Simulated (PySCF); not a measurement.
Compound: C4H6ClFO.
Geometry (GFN2-xTB, Å), atoms numbered from 1 in this order:
```
atom  x, y, z in Å
C1    -0.672   -1.129   -0.469
C2     0.023   -0.046    0.357
C3    -0.558    1.343    0.117
F4    -0.128   -0.361    1.695
C5     1.501   -0.069   -0.009
O6     1.987    0.502   -0.929
Cl7    2.459   -1.108    1.020
H8    -1.732   -1.139   -0.225
H9    -0.545   -0.925   -1.528
H10   -0.250   -2.103   -0.233
H11   -0.363    1.648   -0.906
H12   -1.629    1.327    0.298
H13   -0.098    2.058    0.795
```

Hirshfeld charges (e) from the PBE0/pcSseg-1 density (PySCF), one withheld:

| atom | bonded to | charge |
| --- | --- | --- |
| C1 | C2 H8 H9 H10 | -0.1228 |
| C2 | C1 C3 F4 C5 | +0.1033 |
| C3 | C2 H11 H12 H13 | -0.1243 |
| F4 | C2 | -0.1043 |
| C5 | C2 O6 Cl7 | +0.1769 |
| O6 | C5 | -0.1929 |
| Cl7 | C5 | ? |
| H8 | C1 | +0.0548 |
| H9 | C1 | +0.0535 |
| H10 | C1 | +0.0441 |
| H11 | C3 | +0.0501 |
| H12 | C3 | +0.0522 |
| H13 | C3 | +0.0495 |

(1) What is the charge on Cl7?

(2) Add each hydrogen's charge to the atom that carries it.

(3) Across which bond do the charges differ most?

(4) Take the bonds between elements whose Pauling electronegativities differ by more than 0.25. In how many does the more electronegative atom carry the lower charge?

(5) How much positive and how much negative charge does this set hold in all?

Results:

(1) The charges add up to the total charge, 0. The others sum to +0.0401, which leaves -0.0401 e for Cl7 (chlorine bonded to C); the computed value is -0.0400, the difference coming from rounding and the integration grid.

(2) C1 +0.0296, C3 +0.0275. Atoms without hydrogen keep their charges.

(3) C5–O6: +0.1769 on C5 against -0.1929 on O6, a difference of 0.3698 e. The lower charge is on the more electronegative element of the two (Pauling values: O 3.44, C 2.55).

(4) In 9 of 9.

(5) +0.5844 e on 8 atoms and -0.5843 e on 5.

The Hirshfeld scheme weights the molecular density at each point by an atom's share of the summed free-atom densities. Geometry: GFN2-xTB, one conformer, isolated molecule.
